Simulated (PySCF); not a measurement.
Finite-field polarisability of N (nitrogen, neutral)

[He] 2s2 2p3, high-spin 4S determinant. All numbers are calculated (PySCF 2.14, the non-relativistic Hamiltonian (point nucleus), in dyall-av2z (11s7p2d, 42 functions)). Frozen: 1s2. Energy changes in a uniform field (μhartree):

```csv
axis,F (au),HF,MP2,CCSD,CCSD(T)
x,0.0054,-99.571,-98.744,-98.755,-99.322
x,0.0108,-398.398,-395.138,-395.182,-397.452
```

Q: Derive α along x at CCSD(T) from the two fields.

A: With ΔE = −αF²/2 − γF⁴/24, α = −(16 ΔE(F) − ΔE(2F))/(6F²) = 6.811 bohr³.

Q: And the mean polarisability at each level?

A: HF 6.829, MP2 6.772, CCSD 6.772, CCSD(T) 6.811 bohr³. Reference: 7.4 ± 0.2 bohr³ (recommended; Schwerdtfeger and Nagle, table of static dipole polarizabilities (2023 update)).

CCSD(T) lies more than 5 % below the reference, which points to too few diffuse and polarisation functions.

A double-zeta set is small for polarisabilities.
